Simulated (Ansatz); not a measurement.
`O[SiH2]C(F)Br` + `[OH][GaH][GeH3]` → `O[SiH2][GaH][OH]` + `F[CH]([GeH3])Br`  (redistribution)

Calculated with Ansatz (gas phase, PBE0-D4/def2-TZVP geometries, no zero-point term in ΔE). CBS: MP2 limit from def2 TZ/QZ plus the TZ coupled-cluster correction, frozen cores. DFT in def2-TZVPP. B3LYP here is the variant with VWN-RPA as its local correlation; programs differ in this. For Br, Ga, Ge outer-core shells are correlated without core-valence functions, which leaves a few kJ/mol of doubt a bond. Scalar relativity is left out up to krypton. One conformer a species, not always the lowest.

```json
{"level": "PBE-D4", "ΔE (kJ/mol)": "36.2", "difference from CCSD(T)/CBS": "-4.4"}
{"level": "r2SCAN-D4", "ΔE (kJ/mol)": "40.7", "difference from CCSD(T)/CBS": "0.1"}
{"level": "PBE0-D4", "ΔE (kJ/mol)": "39.8", "difference from CCSD(T)/CBS": "-0.8"}
{"level": "B3LYP-D4", "ΔE (kJ/mol)": "41.4", "difference from CCSD(T)/CBS": "0.8"}
{"level": "B2PLYP", "ΔE (kJ/mol)": "42.4", "difference from CCSD(T)/CBS": "1.8"}
{"level": "PBE", "ΔE (kJ/mol)": "36.7", "difference from CCSD(T)/CBS": "-3.9"}
{"level": "PBE0", "ΔE (kJ/mol)": "40.1", "difference from CCSD(T)/CBS": "-0.5"}
{"level": "B3LYP", "ΔE (kJ/mol)": "42.4", "difference from CCSD(T)/CBS": "1.8"}
{"level": "HF/def2-TZVPP", "ΔE (kJ/mol)": "51.0", "difference from CCSD(T)/CBS": "10.4"}
{"level": "MP2/def2-TZVPP", "ΔE (kJ/mol)": "41.9", "difference from CCSD(T)/CBS": "1.3"}
{"level": "CCSD/def2-TZVPP", "ΔE (kJ/mol)": "42.7", "difference from CCSD(T)/CBS": "2.1"}
{"level": "HF/def2-QZVPP", "ΔE (kJ/mol)": "51.8", "difference from CCSD(T)/CBS": "11.2"}
{"level": "MP2/def2-QZVPP", "ΔE (kJ/mol)": "41.9", "difference from CCSD(T)/CBS": "1.3"}
{"level": "SCS-MP2/def2-QZVPP", "ΔE (kJ/mol)": "42.2", "difference from CCSD(T)/CBS": "1.6"}
{"level": "HF/CBS(def2)", "ΔE (kJ/mol)": "51.9", "difference from CCSD(T)/CBS": "11.3"}
{"level": "MP2/CBS(def2)", "ΔE (kJ/mol)": "41.5", "difference from CCSD(T)/CBS": "0.9"}
{"level": "CCSD(T)/CBS", "ΔE (kJ/mol)": "40.6", "difference from CCSD(T)/CBS": "0"}
```

Largest T1 diagnostic among the species: 0.014.

In def2-TZVPP, CCSD(T) changes the Hartree–Fock value by −10.0 kJ/mol (the triples alone add −1.7 kJ/mol) and MP2 by −9.1 kJ/mol. From PBE to PBE0 (25 % exact exchange), in def2-TZVPP and without D4, ΔE moves by +3.4 kJ/mol.
